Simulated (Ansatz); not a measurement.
Program: Ansatz. Geometries: PBE0-D4/def2-TZVP. ΔE: electronic, gas phase. CBS: MP2 limit from def2 TZ/QZ plus the TZ coupled-cluster correction, frozen cores. DFT in def2-TZVPP. B3LYP here is the variant with VWN-RPA as its local correlation; programs differ in this. For Br, Ga outer-core shells are correlated without core-valence functions, which leaves a few kJ/mol of doubt a bond. Scalar relativity is left out up to krypton. One conformer a species, not always the lowest.

Consider the formal exchange of groups at a C–O bond: `C[O][Ga]([OH])[O]C` + `[CH3][AlH][Br]` → `C[CH2][AlH][Br]` + `C[O][Ga]([OH])[OH]`.

```json
{"level": "PBE-D4", "ΔE (kcal/mol)": "-10.5", "difference from CCSD(T)/CBS": "0.8"}
{"level": "r2SCAN-D4", "ΔE (kcal/mol)": "-10.1", "difference from CCSD(T)/CBS": "1.2"}
{"level": "PBE0-D4", "ΔE (kcal/mol)": "-10.8", "difference from CCSD(T)/CBS": "0.5"}
{"level": "ωB97X-V", "ΔE (kcal/mol)": "-10.0", "difference from CCSD(T)/CBS": "1.3"}
{"level": "B2PLYP", "ΔE (kcal/mol)": "-9.9", "difference from CCSD(T)/CBS": "1.4"}
{"level": "PBE", "ΔE (kcal/mol)": "-10.3", "difference from CCSD(T)/CBS": "1.0"}
{"level": "r2SCAN", "ΔE (kcal/mol)": "-10.1", "difference from CCSD(T)/CBS": "1.2"}
{"level": "PBE0", "ΔE (kcal/mol)": "-10.7", "difference from CCSD(T)/CBS": "0.6"}
{"level": "B3LYP", "ΔE (kcal/mol)": "-9.1", "difference from CCSD(T)/CBS": "2.2"}
{"level": "HF/def2-TZVPP", "ΔE (kcal/mol)": "-8.2", "difference from CCSD(T)/CBS": "3.1"}
{"level": "SCS-MP2/def2-TZVPP", "ΔE (kcal/mol)": "-10.8", "difference from CCSD(T)/CBS": "0.5"}
{"level": "CCSD/def2-TZVPP", "ΔE (kcal/mol)": "-10.5", "difference from CCSD(T)/CBS": "0.8"}
{"level": "HF/def2-QZVPP", "ΔE (kcal/mol)": "-8.2", "difference from CCSD(T)/CBS": "3.1"}
{"level": "MP2/def2-QZVPP", "ΔE (kcal/mol)": "-12.3", "difference from CCSD(T)/CBS": "-1.0"}
{"level": "SCS-MP2/def2-QZVPP", "ΔE (kcal/mol)": "-11.2", "difference from CCSD(T)/CBS": "0.1"}
{"level": "MP2/CBS(def2)", "ΔE (kcal/mol)": "-12.6", "difference from CCSD(T)/CBS": "-1.3"}
{"level": "CCSD(T)/CBS", "ΔE (kcal/mol)": "-11.3", "difference from CCSD(T)/CBS": "0"}
```

Largest T1 diagnostic among the species: 0.014.

In def2-TZVPP, CCSD(T) changes the Hartree–Fock value by −2.4 kcal/mol (the triples alone add −0.1 kcal/mol) and MP2 by −3.7 kcal/mol.
